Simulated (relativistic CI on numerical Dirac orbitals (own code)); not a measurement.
One change at a time: Au56+

Base calculation: Dirac-Coulomb-Breit CI, KLI orbitals optimised for each configuration, model QED (radiative potential, 1s self-energy scaled to tabulated hydrogen-like ionisation energies), unscaled Slater integrals.

CI space (outside the closed core [Ne]): 3s²3p⁶3d⁵, 3s²3p⁵3d⁶, 3s²3p⁴3d⁷, 3s3p⁶3d⁶, 3p⁶3d⁷, 3s3p⁵3d⁷, 3s²3p⁶3d⁴4s, 3s²3p⁶3d⁴4p, 3s²3p⁴3d⁶4s, 3s²3p⁶3d⁴4d, 3s²3p⁴3d⁶4p, 3s²3p⁵3d⁵4s, 3s²3p⁶3d⁴4f, 3s3p⁵3d⁶4s, 3s²3p⁵3d⁵4p, 3s3p⁵3d⁶4p, 3s²3p⁶3d³4s², 3s3p⁶3d⁵4s, 3s²3p⁶3d³4s4p, 3p⁶3d⁶4p. Levels of other configurations are missing.

Variants: (1) Breit term removed. Shifts of the energy above 3s²3p⁶3d⁵ ²D5/2, in eV, for the lowest level and the first level of each name with at least 55 % of one term (blank where a level changes its place among those of its configuration and J or its character, or is not in the variant):

```json
{"Level": "3s²3p⁶3d⁵ ²D5/2", "Base": "0.000", "Δ(1)": "0.000"}
{"Level": "3s²3p⁶3d⁵ ²D3/2", "Base": "132.510", "Δ(1)": "+1.633"}
{"Level": "3s²3p⁶3d⁵ ⁴G9/2", "Base": "190.316", "Δ(1)": "+5.941"}
{"Level": "3s²3p⁶3d⁵ ²I13/2", "Base": "193.671", "Δ(1)": "+8.319"}
{"Level": "3s²3p⁶3d⁵ ⁴D1/2", "Base": "196.063", "Δ(1)": "+3.642"}
{"Level": "3s²3p⁶3d⁵ ²G7/2", "Base": "206.933", "Δ(1)": "+5.903"}
{"Level": "3s²3p⁶3d⁵ ⁴F5/2", "Base": "209.249", "Δ(1)": "+3.987"}
{"Level": "3s²3p⁶3d⁵ ²P3/2", "Base": "243.528", "Δ(1)": "+3.753"}
{"Level": "3s²3p⁵3d⁶ ⁴H°13/2", "Base": "525.817", "Δ(1)": "+9.013"}
{"Level": "3s²3p⁵3d⁶ ⁴I°15/2", "Base": "534.991", "Δ(1)": "+10.262"}
```

At this charge energies of transitions that change n are usually good to better than 1 %, and those within a shell (Δn = 0) to a few per cent.

Ionisation energy from the two ground configurations alone: base 5593.35 eV; Breit term removed 5595.93 eV. The NIST ASD value (theoretical) is 5594 eV.

LS names give the leading component of a level, which can be under half, so a name can repeat, a term be missing and a line seem to break the LS rules.
